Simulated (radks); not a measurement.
Q: All-electron atom: Lu in [Xe] 4f14 5d2 6s1 (not the ground configuration). Calculated with a radial shooting solver on a logarithmic mesh with Libxc functionals: scalar-relativistic Kohn-Sham, SOGGA, spin-unpolarised, spherical densities, finite nucleus; Fermi nuclear charge, rms radius 5.37 fm. Some entries of the table are withheld. Estimate them.

orbital,occ.,eigenvalue (Ry),<1/r> (bohr^-1),<r^2> (bohr^2)
1s,2,-4645.126,82.16,0.0005125
2s,2,(1),19.17,0.007925
2p,6,(2),17.55,0.006496
3s,2,-179.1206,7.088,0.05172
3p,6,-150.6402,6.587,0.05228
3d,10,(3),6.236,0.04345
4s,2,(4),3.000,(5)
4p,6,(6),2.735,0.2937
4d,10,-14.02145,2.421,0.3482
5s,2,-4.40908,1.133,1.550
5p,6,-2.25658,0.9340,2.235
4f,14,-0.63395,1.826,0.7066
6s,1,-0.31988,0.3370,15.91
5d,2,-0.09326,0.4422,13.40

A: 
(1) 2s eigenvalue (Ry): -790.7120
(2) 2p eigenvalue (Ry): -695.8452
(3) 3d eigenvalue (Ry): -116.3876
(4) 4s eigenvalue (Ry): -35.57819
(5) 4s <r^2> (bohr^2): 0.2581
(6) 4p eigenvalue (Ry): -26.22839
